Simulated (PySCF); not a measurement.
How methods differ on the excitation energy of Al

Al [Ne] 3s2 3p1 (2P) → Al [Ne] 3s1 3p1 4s1 (4P), as a difference of total energies. Calculation: PySCF 2.14, in x2c-QZVPPall with one added diffuse shell each of s, p, d, f type (10s7p5d3f1g, 86 functions); scalar relativity by spin-free X2C-1e. Correlated levels: valence: [Ne] frozen. The calculations carry no spin-orbit coupling.

| method | excitation energy (cm⁻¹) |
| --- | --- |
| UHF | 51607 |
| MP2 (valence) | 58610 |
| SCS-MP2 (valence) | 60730 |
| CCSD (valence) | 60609 |
| CCSD(T) (valence) | 60859 |

The upper state lies above the first ionisation limit, but in LS coupling its spin forbids autoionisation to the ground ion. A Rydberg-like electron needs more diffuse functions than a valence basis has.

The promoted electron is Rydberg-like, and one or two diffuse shells describe it only roughly, which tends to raise the upper state.
